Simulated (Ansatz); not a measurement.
CH3ClGeO (`C[O][Ge][Cl]`), relaxed with RKS PBE0-D4/def2-TZVP in Ansatz from a PBE-D4/def2-SVP geometry. The force threshold is 0.005 eV/Å; the program also tests the step.

Total charge 0; spin multiplicity 1.

Start:

```xyz
7

C     0.439    0.381   -0.638
O     0.583    0.388    0.772
Ge   -0.358   -0.420    2.070
Cl   -1.906   -1.515    0.867
H     0.337    1.426   -1.002
H    -0.446   -0.206   -0.968
H     1.351   -0.054   -1.101
```

```tsv
step	energy (eV)	largest force (eV/Å)	largest move (Å)
1	-72162.4517	0.773	0.000
2	-72162.4848	0.287	0.022
3	-72162.4891	0.043	0.013
4	-72162.4894	0.020	0.011
5	-72162.4895	0.009	0.004
6	-72162.4895	0.008	0.006
7	-72162.4895	0.012	0.007
8	-72162.4896	0.011	0.009
9	-72162.4896	0.007	0.008
10 (rejected)	-72162.4896	0.003	0.004
11	-72162.4896	0.003	0.002
```

End:

```xyz
7

C     0.438    0.373   -0.641
O     0.575    0.362    0.762
Ge   -0.349   -0.419    2.044
Cl   -1.909   -1.473    0.877
H     0.306    1.405   -0.977
H    -0.413   -0.225   -0.975
H     1.352   -0.023   -1.091
```

Hardware: 2 threads of a server CPU on a shared host. Wall time 35 s, peak host memory 0.43 GiB.
